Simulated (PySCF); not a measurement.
## Mayer bond orders and bond lengths

Species: C6H11F3.
SMILES with atom numbers: `[CH3:1][C@@H:2]([CH2:3][F:4])[C@@:5]([CH3:6])([F:7])[CH2:8][F:9]` (hydrogens: H10, H11, H12 on C1; H13 on C2; H14, H15 on C3; H16, H17, H18 on C6; H19, H20 on C8)

Structure used (GFN2-xTB), in Å, numbered top down from 1:
```
atom  x, y, z in Å
C1    -1.6281   -0.1660    1.1442
C2    -0.7284   -0.5296   -0.0369
C3    -1.1828    0.2001   -1.2998
F4    -1.0401    1.5642   -1.1851
C5     0.7630   -0.3128    0.2988
C6     1.0985    1.0432    0.9087
F7     1.0825   -1.2784    1.2592
C8     1.6812   -0.5670   -0.9033
F9     1.2405   -1.6036   -1.6872
H10   -1.6690    0.9123    1.2751
H11   -1.2559   -0.6238    2.0567
H12   -2.6370   -0.5293    0.9643
H13   -0.8354   -1.5997   -0.2474
H14   -2.2478    0.0157   -1.4704
H15   -0.6150   -0.1023   -2.1827
H16    2.1764    1.1388    1.0183
H17    0.7312    1.8470    0.2807
H18    0.6474    1.1223    1.8931
H19    2.6795   -0.8403   -0.5488
H20    1.7340    0.3199   -1.5406
```

Bond orders from the PBE0/pcSseg-1 density (PySCF). Geometry: GFN2-xTB, one conformer, isolated molecule.

Q: How far do the computed orders between heavy atoms stray from the drawn ones?

A: The largest departure is 0.160, at C5–F7 (drawn single, 0.840). Drawn single, order below 0.88: C3–F4 (0.871) and C5–F7 (0.840).

Q: Give the Mayer order of every bond, beside its length.

A: 
```
  bond  drawn as  length (Å)  Mayer order
 C1–C2    single       1.529        1.030
 C2–C3    single       1.528        1.008
 C3–F4    single       1.376        0.871
 C2–C5    single       1.544        0.959
 C5–C6    single       1.524        1.011
 C5–F7    single       1.399        0.840
 C5–C8    single       1.534        0.985
 C8–F9    single       1.372        0.884
C1–H10    single       1.087        0.957
C1–H11    single       1.087        0.959
C1–H12    single       1.087        0.963
C2–H13    single       1.096        0.922
C3–H14    single       1.094        0.952
C3–H15    single       1.092        0.942
C6–H16    single       1.088        0.955
C6–H17    single       1.084        0.941
C6–H18    single       1.086        0.953
C8–H19    single       1.094        0.947
C8–H20    single       1.093        0.947
```

By pair of heavy elements: C–C: lowest C2–C5 (0.959, 1.544 Å), highest C1–C2 (1.030, 1.529 Å). C–F: lowest C5–F7 (0.840, 1.399 Å), highest C8–F9 (0.884, 1.372 Å).

Q: Sum the orders of all bonds at each heavy atom with more than one neighbour and set the sums beside the valence in the SMILES.

A: C1 3.909 (drawn 4), C2 3.919 (drawn 4), C3 3.773 (drawn 4), C5 3.795 (drawn 4), C6 3.860 (drawn 4), C8 3.763 (drawn 4). Orders between atoms that aren't bonded are not in these sums.

For a closed shell the Mayer order of atoms A and B is Σ (PS)μν (PS)νμ over the basis functions μ on A and ν on B, with P the density and S the overlap matrix.

These values come from a run that also computed NMR shieldings. The run took 32 s on one thread of an Arm Neoverse V2 (shared host), and the process peaked at 1.0 GiB of memory.
